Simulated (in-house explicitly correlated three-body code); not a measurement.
Computed with an exponentially correlated three-body code. Model: two electrons around a point charge, non-relativistic, variational in 260 exponentially correlated functions (energies converged to about 1e-7 hartree, or 1e-8 relative for large Z).

Command:
```bash
python run_hyl.py task.json out
```
Settings (lengths in bohr, energies in hartree):
```
Z                      1.5
screening              0.1125
interaction_strength   1
functions              260
states_tried           13
```

Cost of the run: 32 s on 1 thread of AMD EPYC 9R45 96-Core Processor (Zen 5) (shared host).

**Those bound S and P states to n = 4 that converged, binding against the one-electron ion.**

Given: nuclear charge 1.5; Yukawa screening of all interactions 0.1125 1/bohr.

Computed: one-electron threshold -0.965310529 hartree.

```
term  energy (hartree)  binding (eV)
1 1S       -1.25219133        7.8064
2 3S      -0.979371048       0.38261
2 1S      -0.972077189       0.18413
```

**Converged states only, values per electron or pair (inverse distances are <exp(-kr)/r>).**

```tsv
term	mean r (bohr)	mean r squared (bohr²)	mean inverse r (1/bohr)	mean r12 (bohr)	mean inverse r12 (1/bohr)	mean cosine	mean p1 dot p2 (bohr⁻²)	delta r1 (bohr⁻³)	delta r12 (bohr⁻³)
1 1S	1.3658	2.6446	1.079	2.1251	0.53115	-0.081739	0.093056	0.6772	0.028461
2 3S	4.7531	44.968	0.73519	8.5894	0.071742	-0.01134	0.0016114	0.53978	-
2 1S	6.3881	85.374	0.71979	11.83	0.046446	-0.0067082	0.0020033	0.53704	0.00076422
```
